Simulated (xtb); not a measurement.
Zn(Cl)(SiH3) (ClH3SiZn), SMILES [SiH3][Zn][Cl]. All values are semi-empirical tight-binding results from xtb (GFN2-xTB unless named), good for trends rather than for accurate numbers. Geometry optimised at GFN2-xTB.

The geometry has at least one imaginary mode, so it is a saddle point at that level.

For metal compounds this method's bond lengths and energies can be far off.

```json
{
 "point_group_as_xtb_finds_it": "Cs",
 "orbital_gap": "4.31 eV"
}
```
